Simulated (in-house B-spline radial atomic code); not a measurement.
**LDA VWN5 excitations of C2+**

Method: LDA VWN5. Computed with an all-electron radial atomic-structure program (B-spline basis): linear response of the closed shell [He] 2s2 with the functional's adiabatic kernel; non-relativistic, point nucleus, no spin-orbit coupling, no double excitations, S, P, D and F terms only.

Command:
```bash
python run_td.py task.json out
```
Settings (radii: box in bohr, nucleus in fm):
```
Z                        6
electrons                4
configuration            [He] 2s2
hamiltonian              nr
method                   lda,vwn
box_radius               29.48
intervals                49
```

Run time, properties included: 0.1 s on 1 thread of Arm Neoverse N1, with other jobs on the host.

The lowest states, in the order of their Tamm-Dancoff energies; the method's threshold (minus the highest occupied level) is 40.16 eV. Labels give the largest channel, * marks a mixed state, and oscillator strengths are full-response dipole values. Semilocal kernels can invert the small singlet-triplet splittings of Rydberg terms. Energies in eV:

| state | full response | Tamm-Dancoff | oscillator strength |
| --- | --- | --- | --- |
| 2s → 2p 3P | ? | ? | - |
| 2s → 2p 1P | 11.751 | 12.514 | 0.722 |
| 2s → 3s 3S | 28.011 | 28.020 | - |
| 2s → 3s 1S | 28.880 | 28.903 | - |
| 2s → 3p 3P | 30.05 | 30.06 | - |
| 2s → 3p 1P | ? | ? | ? |
| 2s → 3d 3D | 31.51 | 31.52 | - |
| 2s → 3d 1D | 31.72 | 31.72 | - |
| 2s → 4s 3S | 34.77 | 34.78 | - |
| 2s → 4s 1S | 35.00 | 35.00 | - |

Where does 2s → 3p 1P lie?

At 30.17 eV in full response, 30.18 eV in Tamm-Dancoff, oscillator strength 0.216.

Where does 2s → 2p 3P lie?

At 5.547 eV in full response, 6.019 eV in Tamm-Dancoff.

How large is the singlet-triplet splitting of 2s → 2p (P terms) in Tamm-Dancoff?

6.49 eV, from the unrounded values.

What polarisabilities and dispersion coefficient does the method give?

Dipole 4.257 bohr³, quadrupole 5.481 bohr⁵, C6 6.518 hartree·bohr⁶ for two such species.
